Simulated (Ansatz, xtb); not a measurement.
Diatomic AlO, multiplicity 2 (the spin of the measured ground state). The T1 diagnostic near the minimum is 0.104, so single-reference values are doubtful.

The constants come from a fifth-degree fit in 1/R (seven points, main isotopes). In def2 and cc sets the state is the lowest found near the PBE0 minimum, followed along R.

Frozen-core correlation.

Codes used: Ansatz (Gaussian basis) for Hartree–Fock, density functionals and correlated methods; xtb for the GFN methods.  The GFN methods have no spin term and hold the electronic entropy of 300 K.

D_e counts from each atom's lowest state at the same level, without counterpoise or zero-point energy.

| level | r_e (Å) | ω_e (cm⁻¹) | ω_e x_e (cm⁻¹) | D_e (eV) | dipole (D) |
|---|---|---|---|---|---|
| GFN1-xTB | 1.605 | 946 | 6.2 | - | - |
| GFN2-xTB | 1.570 | [?] | 6.7 | - | - |
| B97M-V/def2-TZVPP | 1.614 | 986 | 8.1 | 5.34 | 4.13 |
| B3LYP/def2-TZVPP | 1.626 | 950 | 7.5 | 5.20 | 4.13 |
| BHLYP/def2-TZVPP | 1.621 | 895 | 7.8 | 4.46 | 4.05 |
| wB97X-V/def2-TZVPP | 1.618 | 964 | 9.3 | 5.12 | 4.34 |
| wB97M-V/def2-TZVPP | 1.623 | 939 | 9.4 | 5.19 | 4.35 |
| B2PLYP/def2-TZVPP | [?] | [?] | 21 | 5.23 | - |

**Question.** Fill in the missing entries.

**Answer.** 
- B2PLYP/def2-TZVPP, r_e (Å): 1.601
- B2PLYP/def2-TZVPP, ω_e (cm⁻¹): 1079
- GFN2-xTB, ω_e (cm⁻¹): 1107

Measured for the ground state: r_e 1.6179 Å [Huber and Herzberg (1979), NIST Chemistry WebBook]. ω_e 979.49 cm-1, ω_e x_e 7.0121 cm-1, B_e 0.64139 cm-1, α_e 0.0057796 cm-1 [Irikura, J. Phys. Chem. Ref. Data 36, 389 (2007)]. D_0 5.163 ± 0.11 eV (a handbook's tabulated 298 K bond energy less 3RT/2; such tables hold older values) [Luo, bond dissociation energies, CRC Handbook].

Ansatz is a first-principles code.
